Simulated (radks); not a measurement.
The numbers below are computed, except where a source is named.
Question: I46+, 7 electrons, occupied as [He] 2s2 2p3. Level of theory: scalar-relativistic Kohn-Sham, LDA (Slater exchange, VWN5 correlation), spin-polarised, spherical densities, finite nucleus; open shells are filled with parallel spins first (spin-orbit coupling, left out, can overturn this in heavy ions); Fermi nuclear charge, rms radius 4.75 fm (a radial shooting solver on a logarithmic mesh with Libxc functionals). Some entries of the table are withheld. Estimate them.

orbital  occ.  eigenvalue (hartree)  <r> (bohr)  <r^2> (bohr^2)
1s up       1             -1353.512     0.02719        0.001001
1s down     1             -1351.982     0.02716       0.0009993
2s up       1                   (1)      0.1127         0.01490
2s down     1                   (2)      0.1130         0.01499
2p up       3             -296.3041     0.09751             (3)
2p down     0             -293.5547     0.09791             (4)
3s up       0             -131.3072      0.2637         0.07914
3s down     0             -130.7131      0.2647         0.07974
3p up       0             -126.5585      0.2522         0.07338
3p down     0             -125.8730      0.2534         0.07409

Answer: 
(1) 2s up eigenvalue (hartree): -311.9156
(2) 2s down eigenvalue (hartree): -309.6300
(3) 2p up <r^2> (bohr^2): 0.01151
(4) 2p down <r^2> (bohr^2): 0.01161
